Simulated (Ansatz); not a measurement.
`C[Si](O)(O)[SiH3]` + `C=C` → `C=C[Si](O)(O)[SiH3]` + CH₄  (formal exchange of groups at the Si–C bond)

Isolated molecules relaxed with PBE0-D4/def2-TZVP in Ansatz; ΔE leaves out vibrations. CBS: MP2 limit from def2 TZ/QZ plus the TZ coupled-cluster correction, frozen cores. This one scheme is used for every species. Functionals use def2-TZVPP. Each species was taken in one conformer, which may not be the lowest.

```tsv
level	ΔE (kJ/mol)
ωB97X-V	-14.6
SCS-MP2/def2-TZVPP	-16.9
HF/CBS(def2)	-10.3
CCSD/CBS(def2)	-12.7
```

Problem. What does CCSD(T)/CBS give? (An estimate is asked.)

Solution. The calculation gave: -14.5 kJ/mol. The listed levels differ from it by -0.1, -2.4, 4.2, 1.8 kJ/mol.

Largest T1 diagnostic among the species: 0.013.

The D4 term adds −4.1 kJ/mol with B3LYP and −2.4 kJ/mol with PBE0; it sums over pairs of atoms, weighted by their polarisabilities, and B3LYP, whose exchange is more repulsive, gets the larger term. In def2-TZVPP, CCSD(T) changes the Hartree–Fock value by −4.7 kJ/mol (the triples alone add −1.8 kJ/mol) and MP2 by −7.1 kJ/mol.

B3LYP here is the variant with VWN-RPA as its local correlation; programs differ in this.
